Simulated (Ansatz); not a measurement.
Ansatz (a program for electronic structure) input:

Ansatz 0.2 input:
```yaml
crystal:
  periodic: [false, false, false]
  atoms:
    - {symbol: C, position_ang: [-1.63291900, -1.01370175, 0.60023064]}
    - {symbol: C, position_ang: [-1.89176868, 0.49848039, 0.42478527]}
    - {symbol: C, position_ang: [-0.54694824, 1.07382555, 0.15935813]}
    - {symbol: C, position_ang: [0.34896302, 0.09773399, -0.10836676]}
    - {symbol: C, position_ang: [-0.27095253, -1.29582757, -0.07995184]}
    - {symbol: C, position_ang: [1.67311943, 0.35776813, -0.42228658]}
    - {symbol: N, position_ang: [2.77922333, 0.53138885, -0.67801704]}
    - {symbol: H, position_ang: [-2.42670452, -1.62348366, 0.17613685]}
    - {symbol: H, position_ang: [-1.56480710, -1.24923679, 1.66155860]}
    - {symbol: H, position_ang: [-2.37490994, 0.97099827, 1.28224618]}
    - {symbol: H, position_ang: [-2.53359448, 0.72255430, -0.43807763]}
    - {symbol: H, position_ang: [-0.32953169, 2.13432318, 0.15454765]}
    - {symbol: H, position_ang: [0.33665898, -2.01378185, 0.46843038]}
    - {symbol: H, position_ang: [-0.38377755, -1.66618231, -1.10107848]}
    - {symbol: H, position_ang: [3.74513916, 0.69541453, -0.90025760]}
basis:
  gaussian:
    orbitals: def2-TZVP
hamiltonian:
  xc: b3lyp
  dispersion: d3bj
total_charge: 1
phonons: {temperatures: {t_min: 298.15, t_max: 298.15, t_step: 100}}
```

Problem. Which total energy does the run end on?

Solution. -288.03365 Eh (B3LYP-D3(BJ)/def2-TZVP). The basis has 265 functions.

It need not be the lowest isomer of its formula.
